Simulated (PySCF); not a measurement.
How methods differ on the interval between two levels of Ti

Ti [Ar] 3d2 4s2 [3F4, M_J = 4] → Ti [Ar] 3d4 [5D4, M_J = 4], as a difference of total energies. All numbers are calculated (PySCF 2.14, the two-component X2C-1e Hamiltonian, in x2c-TZVPall-2c (6s7p4d1f, 54 functions)). Correlated levels: [Ne] frozen; the 6 highest virtual spinors dropped. "Screened" scales the spin-orbit matrix elements by Boettger's factors to mimic the two-electron term; Breit and QED terms are absent.

```json
{"method": "GHF (spin-free)", "interval between two levels (cm⁻¹)": "36016"}
{"method": "GMP2 (spin-free)", "interval between two levels (cm⁻¹)": "28656"}
{"method": "GHF (screened spin-orbit)", "interval between two levels (cm⁻¹)": "35916"}
{"method": "GMP2 (screened spin-orbit)", "interval between two levels (cm⁻¹)": "28553"}
```

The labels give the starting determinants; with spin-orbit coupling the two ends relaxed to ⟨J²⟩ = 20.02, ⟨L²⟩ = 12.01, ⟨S²⟩ = 2.01 and ⟨J²⟩ = 20.04, ⟨L²⟩ = 6.04, ⟨S²⟩ = 6.00.
